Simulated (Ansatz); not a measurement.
Al2Te4⁻. Charge -1, multiplicity 2. Geometry PBE-D4/def2-SVPD.

```
atom   x (Å)   y (Å)   z (Å)
 Al1   0.374  -2.612   0.507
 Al2  -0.817   1.009  -0.237
 Te3   2.614  -1.370   0.413
 Te4  -1.837  -1.366   0.141
 Te5  -2.069   3.065  -0.696
 Te6   1.735   1.274  -0.128
```

In the def2 sets Te takes a core potential; there is no spin–orbit coupling. HSE06 is defined as in plane-wave codes, on full-range PBE exchange. Another isomer (doublet) lies 1.05 eV lower at PBE0-D4/def2-SVP; other spin states weren't run for this one.

Question: Estimate the α-spin orbital energies around the gap (eV) in Ansatz with LDA (SPW92)/def2-SVP, PBE-D4/def2-SVP, revPBE-D4/def2-SVP, r2SCAN-D4/def2-SVP, HSE06-D4/def2-SVP.

Answer: 
```csv
orbital,LDA (SPW92)/def2-SVP,PBE-D4/def2-SVP,revPBE-D4/def2-SVP,r2SCAN-D4/def2-SVP,HSE06-D4/def2-SVP
HOMO−5,-3.06,-2.89,-2.84,-3.15,-3.44
HOMO−4,-2.59,-2.46,-2.42,-2.83,-3.15
HOMO−3,-1.96,-1.83,-1.78,-2.13,-2.46
HOMO−2,-1.73,-1.64,-1.62,-2.05,-2.29
HOMO−1,-1.39,-1.26,-1.21,-1.42,-1.67
HOMO,-1.39,-1.23,-1.18,-1.42,-1.65
LUMO,0.02,0.22,0.28,0.16,0.37
LUMO+1,0.78,0.88,0.91,0.75,0.94
LUMO+2,1.59,1.81,1.90,2.00,2.12
LUMO+3,1.74,1.93,2.00,2.05,2.20
LUMO+4,2.18,2.36,2.43,2.48,2.57
LUMO+5,2.75,2.91,2.97,3.03,3.13
β HOMO,-1.34,-1.18,-1.13,-1.36,-1.53
β LUMO,-0.92,-0.65,-0.57,-0.53,-0.54
```
